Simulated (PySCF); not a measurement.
# How methods differ on the excitation energy of Ru

Ru [Kr] 4d7 5s1 (5F) → Ru [Kr] 4d6 5s2 (5D), as a difference of total energies. All numbers are calculated (PySCF 2.14, scalar relativity by spin-free X2C-1e, in x2c-TZVPPall (8s6p6d2f1g, 79 functions)). Correlated levels: valence: [Kr] frozen; valence and next inner shell: [Ar] 3d10 frozen. The calculations carry no spin-orbit coupling.

```tsv
method	excitation energy (cm⁻¹)
UHF	5575.2
LDA	9516.7
PBE	10634
PBE0	10099
r2SCAN	10874
BP86	10709
B2PLYP	7989.4
PBEsol	10666
LC-wPBE	11149
MP2 (valence)	7941.5
SCS-MP2 (valence)	8147.0
MP2 (valence and next inner shell)	6789.6
SCS-MP2 (valence and next inner shell)	6282.7
```

Errors of the correlated levels include the incompleteness of this basis and the frozen core.

Question: Which method comes closest to the reference value, and which is furthest?

Answer: The reference is 6996.8 cm⁻¹ (measured; NIST levels, between the centres of gravity of the two terms). Closest: MP2 (valence and next inner shell) (error -207.21 cm⁻¹); furthest: LC-wPBE (error 4152.5 cm⁻¹).
